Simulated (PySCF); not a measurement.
C2H5N3Si, SMILES N1[SiH](N)N=CC=1.

Geometry: PBE-D3(BJ)/def2-SVP. The structure was generated by enumeration, and PubChem lists no compound with its InChIKey, so it may never have been made. Other conformers were not sampled.

The numbers are results of PySCF with PBE-D3(BJ)/def2-SVP, not measurements.

Frequencies are harmonic and unscaled.

| mode | ν (cm⁻¹) | IR (km/mol) | moving atoms (share of kinetic energy) |
|---|---|---|---|
| 1 | 118 | 9.2 | H 51 %, N 23 %, C 13 %, Si 12 % |
| 2 | 163 | 2.7 | H 42 %, N 38 %, C 12 % |
| 3 | 246 | 24.2 | H 55 %, N 26 %, Si 10 %, C 8 % |
| 4 | 374 | 168.9 | H 66 %, N 32 % |
| 5 | 405 | 33.1 | N 62 %, H 17 %, Si 12 %, C 9 % |
| 6 | 459 | 1.7 | H 37 %, C 32 %, N 30 % |
| 7 | 504 | 22.3 | Si 39 %, N 34 %, C 19 % |
| 8 | 612 | 33.9 | N 40 %, Si 35 %, C 18 % |
| 9 | 666 | 19.0 | H 84 %, N 10 % |
| 10 | 686 | 5.3 | N 86 %, H 8 % |
| 11 | 743 | 12.1 | H 81 %, C 8 % |
| 12 | 837 | 28.4 | C 66 %, H 29 % |
| 13 | 851 | 6.4 | H 66 %, N 15 %, C 12 % |
| 14 | 864 | 45.9 | H 55 %, N 24 %, C 12 %, Si 9 % |
| 15 | 884 | 97.5 | C 36 %, N 35 %, H 22 % |
| 16 | 914 | 217.1 | H 38 %, Si 36 %, N 23 % |
| 17 | 979 | 0.2 | H 57 %, C 41 % |
| 18 | 1264 | 0.2 | H 84 %, N 11 % |
| 19 | 1283 | 4.3 | H 75 %, C 19 % |
| 20 | 1488 | 45.4 | H 89 %, N 11 % |
| 21 | 1576 | 55.9 | C 54 %, N 45 % |
| 22 | 1644 | 5.2 | C 58 %, N 38 % |
| 23 | 2204 | 85.8 | H 97 % |
| 24 | 2975 | 34.2 | H 92 %, C 8 % |
| 25 | 2992 | 96.3 | H 92 %, C 8 % |
| 26 | 3499 | 39.2 | H 96 % |
| 27 | 3597 | 36.8 | H 91 %, N 9 % |
